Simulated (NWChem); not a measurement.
Program: NWChem. System: silene (CH4Si), charge 0, spin multiplicity 1, at a geometry optimised with PBE0/def2-SVP. Level: r2SCAN/cc-pVTZ.

Job file:

```
start mol
memory heap 200 mb stack 900 mb global 1100 mb
geometry units angstroms nocenter noautoz
  C      0.000000     0.000000    -1.156933
  Si     0.000000     0.000000     0.550682
  H      0.926618     0.000000    -1.737869
  H     -0.926618     0.000000    -1.737869
  H     -1.249623     0.000000     1.353895
  H      1.249623     0.000000     1.353895
  symmetry group C2v
end
basis spherical
  * library cc-pvtz
end
dft
  xc r2scan
  semidirect memsize 60000000 filesize 0
  iterations 100
  grid fine
end
task dft energy
```

NWChem printed:

```
             Northwest Computational Chemistry Package (NWChem) 7.3.0
             --------------------------------------------------------

                                NWChem Input Module
                                -------------------

 Scaling coordinates for geometry "geometry" by  1.889725989
 (inverse scale =  0.529177249)

 Turning off AUTOSYM since
 SYMMETRY directive was detected!

                             Geometry "geometry" -> ""
                             -------------------------

 Output coordinates in angstroms (scale by  1.889725989 to convert to a.u.)

  No.       Tag          Charge          X              Y              Z
 ---- ---------------- ---------- -------------- -------------- --------------
    1 C                    6.0000     0.00000000     0.00000000    -1.15693300
    2 Si                  14.0000     0.00000000     0.00000000     0.55068200
    3 H                    1.0000     0.92661800     0.00000000    -1.73786900
    4 H                    1.0000    -0.92661800     0.00000000    -1.73786900
    5 H                    1.0000    -1.24962300     0.00000000     1.35389500
    6 H                    1.0000     1.24962300     0.00000000     1.35389500

 Effective nuclear repulsion energy (a.u.)      51.1946243680

            Nuclear Dipole moment (a.u.)
            ----------------------------
        X                 Y               Z
 ---------------- ---------------- ----------------
     0.0000000000     0.0000000000     0.0000037795

      Symmetry information
      --------------------

 Group name             C2v
 Group number             16
 Group order               4
 No. of unique centers     4

      Symmetry unique atoms

     1    2    3    5


 Summary of "ao basis" -> "" (spherical)
 ------------------------------------------------------------------------------
       Tag                 Description            Shells   Functions and Types
 ---------------- ------------------------------  ------  ---------------------
 *                          cc-pvtz                   on all atoms

                                 NWChem DFT Module
[...]
    45      0.110176  2 Si px                 5     -0.099435  1 C  px

 Vector   12  Occ=2.000000D+00  E=-2.141337D-01  Symmetry=b2
              MO Center=  8.9D-17,  1.6D-16, -4.9D-01, r^2= 2.2D+00
   Bfn.  Coefficient  Atom+Function         Bfn.  Coefficient  Atom+Function
  ----- ------------  ---------------      ----- ------------  ---------------
    40      0.327649  2 Si py                 9      0.298151  1 C  py
    12      0.246062  1 C  py                46      0.243370  2 Si py
     6      0.226121  1 C  py                43      0.044705  2 Si py
    54     -0.037112  2 Si d -1              49     -0.029294  2 Si d -1

 Vector   13  Occ=0.000000D+00  E=-6.892834D-02  Symmetry=b2
              MO Center=  7.5D-16, -1.2D-15,  1.6D-01, r^2= 3.2D+00
   Bfn.  Coefficient  Atom+Function         Bfn.  Coefficient  Atom+Function
  ----- ------------  ---------------      ----- ------------  ---------------
    46      0.562310  2 Si py                12     -0.402707  1 C  py
    40      0.397385  2 Si py                 9     -0.263174  1 C  py
     6     -0.211874  1 C  py                49      0.091836  2 Si d -1
    54      0.067941  2 Si d -1              43      0.051944  2 Si py
   100      0.035891  5 H  py               114      0.035891  6 H  py

 Vector   14  Occ=0.000000D+00  E= 1.667617D-02  Symmetry=a1
              MO Center=  7.1D-15,  2.0D-15,  7.6D-01, r^2= 3.9D+00
   Bfn.  Coefficient  Atom+Function         Bfn.  Coefficient  Atom+Function
  ----- ------------  ---------------      ----- ------------  ---------------
    35      1.947337  2 Si s                  4     -0.922349  1 C  s
    95     -0.834740  5 H  s                109     -0.834740  6 H  s
    13     -0.400547  1 C  pz                33      0.336075  2 Si s
     2     -0.175329  1 C  s                 52     -0.153883  2 Si d  2
    94     -0.151063  5 H  s                108     -0.151063  6 H  s

 Vector   15  Occ=0.000000D+00  E= 3.581991D-02  Symmetry=a1
              MO Center= -1.8D-14,  8.9D-17,  3.3D-01, r^2= 5.2D+00
   Bfn.  Coefficient  Atom+Function         Bfn.  Coefficient  Atom+Function
  ----- ------------  ---------------      ----- ------------  ---------------
     4      2.062934  1 C  s                 47      1.526683  2 Si pz
    95     -0.630227  5 H  s                109     -0.630227  6 H  s
    67     -0.384576  3 H  s                 81     -0.384576  4 H  s
    41      0.292444  2 Si pz                35     -0.283963  2 Si s
    66     -0.247160  3 H  s                 80     -0.247160  4 H  s

 center of mass
 --------------
 x =   0.00000000 y =   0.00000000 z =   0.03217252

 moments of inertia (a.u.)
 ------------------
         122.543171758516           0.000000000000           0.000000000000
           0.000000000000         139.963655224947           0.000000000000
           0.000000000000           0.000000000000          17.420483466431

     Multipole analysis of the density
     ---------------------------------

     L   x y z        total         alpha         beta         nuclear
     -   - - -        -----         -----         ----         -------
     0   0 0 0     -0.000000    -12.000000    -12.000000     24.000000

     1   1 0 0      0.000000      0.000000      0.000000      0.000000
     1   0 1 0     -0.000000     -0.000000     -0.000000      0.000000
     1   0 0 1      0.235520      0.117758      0.117758      0.000004

     2   2 0 0    -15.280877    -16.283052    -16.283052     17.285227
     2   1 1 0     -0.000000     -0.000000     -0.000000      0.000000
     2   1 0 1     -0.000000     -0.000000     -0.000000      0.000000
     2   0 2 0    -16.954465     -8.477233     -8.477233      0.000000
     2   0 1 1      0.000000      0.000000      0.000000      0.000000
     2   0 0 2    -15.050920    -46.776659    -46.776659     78.502399

 Task  times  cpu:        3.9s     wall:        3.9s

 Total times  cpu:        3.9s     wall:        3.9s
```
